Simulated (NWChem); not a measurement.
Molecule: CuF; SMILES [F][Cu]

Results from NWChem. Pople sets run with spherical d functions. Coordinates come from a PBE-D3(BJ)/def2-SVP optimisation. Vertical excitations in the gas phase; the lowest state need not have the same character in each row.

Task: Taking B3LYP/def2-TZVP, TDA as the yardstick, which of these has the fewest basis functions while keeping “lowest excitation, singlet (eV)” within 0.05 eV of it: B3LYP/6-31G*, TDA; B3LYP/def2-SVP, TDA; B3LYP/def2-SVPD, TDA?

Result: none of them.
```csv
level,basis functions,"lowest excitation, singlet (eV)",relative time (rough)
"B3LYP/def2-SVP, TDA",45,2.13,1
"B3LYP/6-31G*, TDA",48,1.25,2
"B3LYP/def2-SVPD, TDA",57,2.24,2
"B3LYP/def2-TZVP, TDA",76,2.44,5
```

The yardstick is one finite set, not the basis-set limit.
